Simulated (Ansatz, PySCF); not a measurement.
This Ansatz (a first-principles code) input computes a r2SCAN/def2-TZVPD energy:

Ansatz 0.2 input:
```yaml
crystal:
  periodic: [false, false, false]
  atoms:
    - {symbol: O, position_ang: [-0.97212285, -0.60096692, -0.89102347]}
    - {symbol: S, position_ang: [-0.28491959, -0.07238097, 0.31048704]}
    - {symbol: O, position_ang: [-0.04351813, 1.39597307, 0.20681504]}
    - {symbol: O, position_ang: [1.36688138, -0.65625544, 0.11691911]}
    - {symbol: H, position_ang: [1.74879025, 0.04809000, -0.42947801]}
basis:
  gaussian:
    orbitals: def2-TZVPD
hamiltonian:
  xc: {name: r2SCAN}
total_charge: -1
output: {forces: true}
```

Question: Write an input for the same energy in PySCF and say what it gives.

Answer: 
```python
from pyscf import gto, scf, dft

mol = gto.M(
    atom='''
    O    -0.97212285   -0.60096692   -0.89102347
    S    -0.28491959   -0.07238097    0.31048704
    O    -0.04351813    1.39597307    0.20681504
    O     1.36688138   -0.65625544    0.11691911
    H     1.74879025    0.04809000   -0.42947801
    ''',
    basis='def2-tzvpd',
    charge=-1,
    spin=0,
    verbose=4,
)

mf = dft.RKS(mol, xc='r2scan').density_fit(auxbasis='def2-universal-jkfit')
mf.grids.level = 4
mf.conv_tol = 1e-9
mf.max_cycle = 100
mf.max_memory = 1500
mf.kernel()
if not mf.converged:
    mf = mf.newton()
    mf.kernel(mf.make_rdm1())
mf.analyze()
```
It gives -624.51554 Eh, and Ansatz -624.51545 Eh, a difference of 0.09 mEh, from the treatment of integrals and grids.

It need not be the lowest isomer of its formula. Whether it binds its extra electron was not tested at this geometry.
